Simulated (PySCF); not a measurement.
BFH, SMILES [BH]F (connectivity only; charge and spin as stated), charge +1, multiplicity 1. Coordinates come from a ωB97X-D3(BJ)/def2-TZVPD optimisation. The spin state was assumed, not searched. The isomer is the one that the SMILES or the coordinates give; other isomers of the formula were not compared.

TDDFT-B3LYP/def2-TZVPD (PySCF) puts the lowest singlet excitations at 11.07, 11.07, 11.24, 11.38, 11.38, 13.77 eV.

What are the lowest excitation roots from ADC(3)/aug-cc-pVDZ run with PySCF? (Estimate from the structure and the level; the computed values follow.)

11.33, 11.33, 12.54, 12.56, 14.75, 15.50 eV. S1 differs by 0.26 eV (second minus first; roots are paired by order, and the bases may differ).
